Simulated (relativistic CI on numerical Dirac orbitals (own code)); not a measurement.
## Mn²⁺: resonant inelastic scattering at the M2,3 edge

Computed with this model: Dirac-Coulomb-Breit CI, KLI orbitals optimised for each configuration, a model potential for QED, valence Slater integrals scaled by 0.9, Kramers-Heisenberg scattering through one core-hole configuration in a parametric crystal field; configurations [Ar] 3d5 → [Ne] 3s2 3p5 3d6; 10 K; core-hole width 0.48 eV; summed over polarisations. Incident energies are the highest absorption maxima for each field (at most a few, so the weaker spin-orbit partner edge can be absent), on the computed scale of the free ion. Intensities are in per cent of the strongest line above 0.02 eV; levels within 1 cm⁻¹ are merged; final levels count from the ground level, the first row holds all elastic scattering, lines under 0.4 are left out and each table stops after 24 rows. The scale of the Slater integrals is a model choice and moves the terms in proportion.

Field parameters in Wybourne normalisation: Oh B⁴₀ = 21Dq, B⁴₄ = √(5/14) B⁴₀. The field is a parameter set, without covalency.

S is read from ⟨S²⟩ = S(S + 1).

Oh, 10Dq = 3250 cm⁻¹:

| Final level (eV) | Degeneracy | Irrep | S | 53.9 eV |
| --- | --- | --- | --- | --- |
| 0.000 | 6 | Γ7+Γ8 | 2.50 | 580053.2 |
| 3.309 | 2 | Γ7 | 1.50 | 20.9 |
| 3.310 | 4 | Γ8 | 1.50 | 42.9 |
| 3.314 | 4 | Γ8 | 1.50 | 8.1 |
| 3.318 | 2 | Γ6 | 1.50 | 5.5 |
| 3.468 | 2 | Γ7 | 1.50 | 2.2 |
| 3.471 | 4 | Γ8 | 1.50 | 4.4 |
| 3.474 | 2 | Γ6 | 1.50 | 2.9 |
| 3.474 | 4 | Γ8 | 1.50 | 3.1 |
| 3.502 | 4 | Γ8 | 1.50 | 8.5 |
| 3.502 | 2 | Γ7 | 1.50 | 2.4 |
| 3.503 | 4 | Γ8 | 1.50 | 9.8 |
| 3.503 | 2 | Γ6 | 1.50 | 2.9 |
| 4.199 | 4 | Γ8 | 1.50 | 100.0 |
| 4.206 | 2 | Γ7 | 1.50 | 48.5 |
| 4.210 | 4 | Γ8 | 1.50 | 17.3 |
| 4.220 | 2 | Γ6 | 1.50 | 10.4 |
| 4.308 | 2 | Γ6 | 1.50 | 5.0 |
| 4.320 | 4 | Γ8 | 1.50 | 41.1 |
| 4.332 | 2 | Γ7 | 1.50 | 33.0 |
| 4.332 | 4 | Γ8 | 1.50 | 66.2 |
| 4.374 | 2 | Γ6 | 1.50 | 26.7 |
| 4.381 | 4 | Γ8 | 1.50 | 52.9 |
| 4.384 | 2 | Γ7 | 1.50 | 35.2 |

Oh, 10Dq = 7350 cm⁻¹:

```tsv
Final level (eV)	Degeneracy	Irrep	S	53.9 eV
0.000	6	Γ7+Γ8	2.50	669465.8
2.873	2	Γ7	1.50	48.4
2.874	4	Γ8	1.50	89.5
2.881	4	Γ8	1.50	21.6
2.886	2	Γ6	1.50	16.1
3.324	2	Γ7	1.50	9.9
3.329	4	Γ8	1.50	21.2
3.338	2	Γ6	1.50	11.8
3.339	4	Γ8	1.50	16.2
3.501	4	Γ8	1.50	42.8
3.502	2	Γ7	1.50	7.8
3.503	6	Γ6+Γ8	1.50	65.2
3.892	2	Γ7	0.51	5.5
3.950	4	Γ8	0.51	2.7
4.141	4	Γ8	1.50	55.1
4.145	2	Γ6	1.50	4.7
4.172	4	Γ8	1.50	48.7
4.187	2	Γ7	1.49	39.3
4.363	2	Γ7	1.50	40.1
4.367	4	Γ8	1.50	100.0
4.370	2	Γ6	1.50	71.4
4.460	2	Γ7	0.51	1.0
4.480	4	Γ8	0.51	1.2
4.591	4	Γ8	1.49	71.6
```

For the first field the strongest loss at the lowest incident energy is the level at 4.20 eV (S = 1.50, against 2.50 in the thermal ground state). Levels of other spin, the first over 8 % at 3.31 eV, appear because spin-orbit coupling of the core hole, and in heavier ions of the valence shell too, mixes spins.
